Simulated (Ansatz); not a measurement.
Reaction (redistribution): `N[SiH](F)CCl` + `[F][GeH]([Cl])[GeH3]` → `N[SiH](Cl)CCl` + `[F][GeH]([F])[GeH3]`

Isolated molecules relaxed with PBE0-D4/def2-TZVP in Ansatz; ΔE leaves out vibrations. CCSD(T)/CBS adds triple-zeta CCSD(T) − MP2 to the extrapolated MP2 energy (def2 sets, frozen cores). Functionals use def2-TZVPP. For Ge outer-core shells are correlated without core-valence functions, which leaves a few kJ/mol of doubt a bond. Scalar relativity is left out up to krypton. Each species was taken in one conformer, which may not be the lowest.

Problem. Is it downhill or uphill in electronic energy at CCSD(T)/CBS, and by how much? (An estimate is asked.)

Solution. Computed: Uphill: ΔE = +52.9 kJ/mol.

Problem. What do these levels give: PBE0-D4, MP2/def2-TZVPP, CCSD(T)/def2-TZVPP, HF/def2-QZVPP, HF/CBS(def2), MP2/CBS(def2)? (Best estimate.)

Solution. The calculation gave: PBE0-D4 49.5, MP2/def2-TZVPP 50.8, CCSD(T)/def2-TZVPP 52.2, HF/def2-QZVPP 60.2, HF/CBS(def2) 60.2, MP2/CBS(def2) 51.5 kJ/mol.

Largest T1 diagnostic among the species: 0.012.

From PBE to PBE0 (25 % exact exchange), in def2-TZVPP and without D4, ΔE moves by +3.7 kJ/mol. In def2-TZVPP, CCSD(T) changes the Hartree–Fock value by −8.3 kJ/mol (the triples alone add −2.0 kJ/mol) and MP2 by −9.7 kJ/mol. The D4 term adds −3.0 kJ/mol with B3LYP and −1.6 kJ/mol with PBE0; it sums over pairs of atoms, weighted by their polarisabilities, and B3LYP, whose exchange is more repulsive, gets the larger term.

B3LYP here is the variant with VWN-RPA as its local correlation; programs differ in this.
